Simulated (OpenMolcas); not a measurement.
## P II: the spin-orbit constant, Slater's ratio, worked from levels

```json
{
 "Program": "OpenMolcas",
 "Basis": "ANO-RCC-VTZP [5s4p2d1f]",
 "Scalar Hamiltonian": "DKH2, point nucleus",
 "Active space": "4 electrons in 4 orbitals (3s 3p)",
 "State averaging": "2S+1 = 3 even, 3 roots; 2S+1 = 1 even, 6 roots; 2S+1 = 5 odd, 1 root; 2S+1 = 3 odd, 9 roots; 2S+1 = 1 odd, 8 roots",
 "Spin-orbit coupling": "RASSI with atomic mean-field integrals over the reference wave functions, term energies averaged over their components"
}
```

Methods: CASSCF; SS-CASPT2, IPEA 0.25 Eh, imaginary shift 0.1 Eh (closed shells correlated: 2s 2p). Measured levels: NIST Handbook of Basic Atomic Spectroscopic Data.

**The spin-orbit constant.** For the Hund term 3P of p2, E(J) = (A/2) J(J+1) + constant and ζ = 2S·A = 2A. From J = 0 to J = 2 the energy changes by 3 A.

```csv
Source,E(2) - E(0),A,ζ
CASSCF,414.4,138.1,276
SS-CASPT2,413.4,137.8,276
measured,469.1,156.4,313
```

All in cm-1. SS-CASPT2 is off by -11.9 % and CASSCF by -11.7 %. Both methods take the spin-orbit matrix elements from the reference wave functions, so the second can move ζ only through the term energies and any multistate remixing. Second-order mixing with other terms is absorbed into this ζ.

**Slater's ratio.** With one set of orbitals, p2 has 1D - 3P = 6 F2 and 1S - 1D = 9 F2 (F2 = F²/25), a ratio of 3/2. Term energies are centres of gravity, weighted by 2J + 1.

| Source | 1D - 3P | 1S - 3P | F2 from the first | Ratio |
| --- | --- | --- | --- | --- |
| CASSCF | 11399 | 20597 | 1900 | 0.807 |
| SS-CASPT2 | 8269 | 19839 | 1378 | 1.399 |
| measured | 8567 | 21260 | 1428 | 1.482 |

Energies in cm-1. A ratio away from 3/2 shows effects beyond one configuration with one set of orbitals, and in heavier atoms second-order spin-orbit shifts. In CASSCF the valence s occupation is 1.89 in 1S against 1.97 in 1D: mixing out of s² acts most on 1S and pulls it down.

CASPT2 breaks the degeneracy within a term, and the mean is taken; among the terms shown or strongly mixed into the levels shown the widest spread is 11 cm-1 (3s2 3p2 1D, SS-CASPT2). Over all roots computed the reference weight is 0.85 to 0.99 in SS-CASPT2; the roots of lowest weight are the least certain, and an intruder state may touch them. Without dynamic correlation excited terms often stand tens of per cent too high (terms of higher spin than the ground term too low), and those without a measured partner can miss by more than the paired ones (holds for CASSCF). Measured partners are found by configuration, term and J. A level has none where our copy of the source lacks it or the pairing is in doubt (some pairs that miss far off the trend of their configuration count as doubtful), and it then counts in no deviation. Levels of configurations outside the active space are missing.
